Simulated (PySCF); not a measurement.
A structure optimised at PBE-D3(BJ)/def2-SVP, used in a PySCF frequency run:

```xyz
9

Te    -0.4009    -0.1886     0.8722
Br     1.2334     1.0083    -0.6718
C     -0.9437    -1.7322    -0.5843
C     -1.6148    -1.2006    -1.8390
H     -1.6045    -2.4002     0.0099
H     -0.0080    -2.2849    -0.7961
H     -0.9557    -0.4833    -2.3685
H     -2.5668    -0.6825    -1.6090
H     -1.8346    -2.0353    -2.5389
```
Charge 0, spin multiplicity 1.

Q: Write its SMILES and formula.

A: CC[Te]Br, C₂H₅BrTe

Q: What are its rotational constants (standard atomic weights)?

A: 2.7866, 1.3553, 0.95072 GHz
